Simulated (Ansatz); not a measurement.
H3In (`[InH3]`) at its PBE0-D4/def2-TZVP geometry, where that method's forces vanish. Total charge 0; spin multiplicity 1. In: def2 effective core potential.

```xyz
4

In    0.0000    0.0000    0.0000
H    -0.4287   -0.6894   -1.5209
H     0.2324    1.7025    0.1399
H     0.1963   -1.0132    1.3810
```

(1) What forces (eV/Å) does ωB97M-V/def2-TZVPP give on these atoms in the Gaussian-basis code of Ansatz? (An estimate is asked.)

Results:

(1) The calculation gave: 
```
In1  0.000  0.000  0.000
H2   0.025  0.041  0.090
H3  -0.014 -0.100 -0.008
H4  -0.012  0.060 -0.081
```
